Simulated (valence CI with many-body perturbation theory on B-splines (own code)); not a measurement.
**Ni XV: calculated level list**

Method: valence CI with perturbative core correlation (CI+MBPT): four valence electrons over a frozen Dirac-Fock core [Ne], a basis of 11 s, 11 p, 10 d, 8 f, 5 g, 2 h functions for each j, with the one-electron correlation potential Σ1 (screened to all orders), the two-electron term Σ2, the three-electron term Σ3, Breit, model QED; selected single and double excitations, second order for the rest, scaled by the run's own slope (own B-spline code, finite nucleus).

No measured levels were compared; by estimate levels of excited configurations hold to 0.05 to 0.15 % of their energy, terms of the ground configuration to about 0.5 %. Among the levels kept, up to 810 cm⁻¹ of a level comes from second order outside the variational space, and about a tenth of that is noise between levels of different J, which matters for small intervals.

Levels 1 to 45 of 172, with energies above the lowest level, 3s2 3p2 3P_0. "Leading %" is the weight of the configuration and term that name the level; weights of strongly mixed levels are sums over their largest components and can fall short, so below about 35 % the name and the second component can differ from the true leading terms, or belong to a minority configuration. In the jj column 3d3/2^4 stands for four electrons in 3d with j = 3/2.

| No. | Configuration | Term | J | E (eV) | Leading % | Leading jj | Second component | g |
| --- | --- | --- | --- | --- | --- | --- | --- | --- |
| 1 | 3s2 3p2 | 3P | 0 | 0.00 | 92 | 3s^2 3p1/2^2 (84 %) | 5 % 3s2 3p2 1S |  |
| 2 | 3s2 3p2 | 3P | 1 | 1.85 | 97 | 3s^2 3p1/2 3p3/2 (97 %) |  | 1.500 |
| 3 | 3s2 3p2 | 3P | 2 | 3.40 | 83 | 3s^2 3p1/2 3p3/2 (69 %) | 14 % 3s2 3p2 1D | 1.426 |
| 4 | 3s2 3p2 | 1D | 2 | 7.81 | 83 | 3s^2 3p3/2^2 (69 %) | 14 % 3s2 3p2 3P | 1.072 |
| 5 | 3s2 3p2 | 1S | 0 | 13.89 | 90 | 3s^2 3p3/2^2 (82 %) | 5 % 3s2 3p2 3P |  |
| 6 | 3s 3p3 | 5S° | 2 | 31.55 | 97 | 3s 3p1/2 3p3/2^2 (52 %) |  | 1.991 |
| 7 | 3s 3p3 | 3D° | 1 | 41.58 | 82 | 3s 3p1/2^2 3p3/2 (40 %) | 10 % 3s2 3p 3d 3D° | 0.556 |
| 8 | 3s 3p3 | 3D° | 2 | 41.62 | 80 | 3s 3p1/2 3p3/2^2 (57 %) | 9 % 3s2 3p 3d 3D° | 1.196 |
| 9 | 3s 3p3 | 3D° | 3 | 42.25 | 88 | 3s 3p1/2 3p3/2^2 (88 %) | 10 % 3s2 3p 3d 3D° | 1.333 |
| 10 | 3s 3p3 | 3P° | 0 | 47.64 | 89 | 3s 3p1/2 3p3/2^2 (89 %) | 9 % 3s2 3p 3d 3P° |  |
| 11 | 3s 3p3 | 3P° | 1 | 47.81 | 84 | 3s 3p1/2 3p3/2^2 (62 %) | 9 % 3s2 3p 3d 3P° | 1.452 |
| 12 | 3s 3p3 | 3P° | 2 | 47.95 | 71 | 3s 3p3/2^3 (46 %) | 8 % 3s2 3p 3d 3P° | 1.432 |
| 13 | 3s 3p3 | 1D° | 2 | 52.43 | 50 | 3s 3p1/2 3p3/2^2 (36 %) | 37 % 3s2 3p 3d 1D° | 1.044 |
| 14 | 3s 3p3 | 3S° | 1 | 59.33 | 70 | 3s 3p1/2 3p3/2^2 (55 %) | 23 % 3s 3p3 1P° | 1.737 |
| 15 | 3s2 3p 3d | 3F° | 2 | 61.14 | 95 | 3s^2 3p1/2 3d3/2 (75 %) |  | 0.673 |
| 16 | 3s2 3p 3d | 3F° | 3 | 62.38 | 96 | 3s^2 3p1/2 3d5/2 (53 %) |  | 1.084 |
| 17 | 3s 3p3 | 1P° | 1 | 63.20 | 63 | 3s 3p3/2^3 (55 %) | 24 % 3s 3p3 3S° | 1.252 |
| 18 | 3s2 3p 3d | 3F° | 4 | 64.29 | 97 | 3s^2 3p3/2 3d5/2 (97 %) |  | 1.250 |
| 19 | 3s2 3p 3d | 3P° | 2 | 68.94 | 45 | 3s^2 3p1/2 3d5/2 (69 %) | 20 % 3s2 3p 3d 1D° | 1.274 |
| 20 | 3s2 3p 3d | 3P° | 1 | 70.19 | 44 | 3s^2 3p1/2 3d3/2 (64 %) | 42 % 3s2 3p 3d 3D° | 1.008 |
| 21 | 3s2 3p 3d | 1D° | 2 | 71.24 | 35 | 3s^2 3p3/2 3d5/2 (32 %) | 22 % 3s 3p3 1D° | 1.127 |
| 22 | 3s2 3p 3d | 3P° | 0 | 71.65 | 88 | 3s^2 3p3/2 3d3/2 (88 %) | 9 % 3s 3p3 3P° |  |
| 23 | 3s2 3p 3d | 3P° | 1 | 72.27 | 43 | 3s^2 3p3/2 3d3/2 (77 %) | 43 % 3s2 3p 3d 3D° | 0.998 |
| 24 | 3s2 3p 3d | 3D° | 3 | 72.57 | 85 | 3s^2 3p3/2 3d5/2 (53 %) | 10 % 3s 3p3 3D° | 1.325 |
| 25 | 3s2 3p 3d | 3D° | 2 | 72.72 | 58 | 3s^2 3p3/2 3d3/2 (43 %) | 25 % 3s2 3p 3d 3P° | 1.259 |
| 26 | 3s2 3p 3d | 1F° | 3 | 79.22 | 95 | 3s^2 3p3/2 3d3/2 (39 %) |  | 1.005 |
| 27 | 3s2 3p 3d | 1P° | 1 | 81.25 | 84 | 3s^2 3p3/2 3d5/2 (63 %) | 9 % 3s 3p3 1P° | 0.992 |
| 28 | 3p4 | 3P | 2 | 86.20 | 52 | 3p1/2^2 3p3/2^2 (59 %) | 29 % 3s 3p2 3d 3P | 1.430 |
| 29 | 3p4 | 3P | 1 | 88.61 | 58 | 3p1/2 3p3/2^3 (58 %) | 39 % 3s 3p2 3d 3P | 1.496 |
| 30 | 3p4 | 3P | 0 | 89.00 | 56 | 3p1/2^2 3p3/2^2 (34 %) | 36 % 3s 3p2 3d 3P |  |
| 31 | 3p4 | 1D | 2 | 90.23 | 56 | 3p1/2 3p3/2^3 (59 %) | 24 % 3s 3p2 3d 1D | 1.068 |
| 32 | 3s 3p2 3d | 5F | 1 | 90.42 | 96 | 3s 3p1/2^2 3d3/2 (43 %) |  | 0.031 |
| 33 | 3s 3p2 3d | 5F | 2 | 90.83 | 94 | 3s 3p1/2 3p3/2 3d3/2 (45 %) | 4 % 3s 3p2 3d 5D | 1.022 |
| 34 | 3s 3p2 3d | 5F | 3 | 91.49 | 92 | 3s 3p1/2 3p3/2 3d3/2 (43 %) | 6 % 3s 3p2 3d 5D | 1.266 |
| 35 | 3s 3p2 3d | 5F | 4 | 92.45 | 94 | 3s 3p1/2 3p3/2 3d5/2 (66 %) | 6 % 3s 3p2 3d 5D | 1.357 |
| 36 | 3s 3p2 3d | 5F | 5 | 93.65 | 98 | 3s 3p3/2^2 3d5/2 (56 %) |  | 1.397 |
| 37 | 3s 3p2 3d | 5D | 0 | 93.97 | 98 | 3s 3p1/2 3p3/2 3d3/2 (82 %) |  |  |
| 38 | 3s 3p2 3d | 5D | 1 | 94.09 | 96 | 3s 3p1/2 3p3/2 3d3/2 (64 %) |  | 1.479 |
| 39 | 3s 3p2 3d | 5D | 2 | 94.26 | 90 | 3s 3p1/2 3p3/2 3d3/2 (41 %) | 4 % 3s 3p2 3d 5F | 1.466 |
| 40 | 3s 3p2 3d | 5D | 3 | 94.54 | 84 | 3s 3p1/2 3p3/2 3d3/2 (28 %) | 6 % 3s 3p2 3d 5F | 1.461 |
| 41 | 3s 3p2 3d | 5D | 4 | 95.08 | 83 | 3s 3p1/2 3p3/2 3d5/2 (56 %) | 11 % 3s 3p2 3d 3F | 1.462 |
| 42 | 3s 3p2 3d | 3F | 2 | 97.08 | 91 | 3s 3p1/2 3p3/2 3d3/2 (36 %) | 6 % 3s2 3d2 3F | 0.683 |
| 43 | 3s 3p2 3d | 3F | 3 | 97.94 | 86 | 3s 3p1/2 3p3/2 3d5/2 (37 %) | 6 % 3s2 3d2 3F | 1.109 |
| 44 | 3s 3p2 3d | 3F | 4 | 99.26 | 80 | 3s 3p3/2^2 3d5/2 (71 %) | 11 % 3s 3p2 3d 5D | 1.276 |
| 45 | 3s 3p2 3d | 5P | 3 | 100.33 | 94 | 3s 3p1/2 3p3/2 3d5/2 (50 %) |  | 1.654 |

Names give the largest LS component (configuration and term), which can be under half, so a name can repeat, a term be missing and a line seem to break the LS rules; names also repeat where a configuration has a term twice.

The ionisation energy to 3s2 3p 2P°_1/2 of the next ion comes out as 462.11 eV (NIST: 462.8 ± 1.1 eV (semi-empirical)). All 172 levels together are meant to be complete up to 171.15 eV.
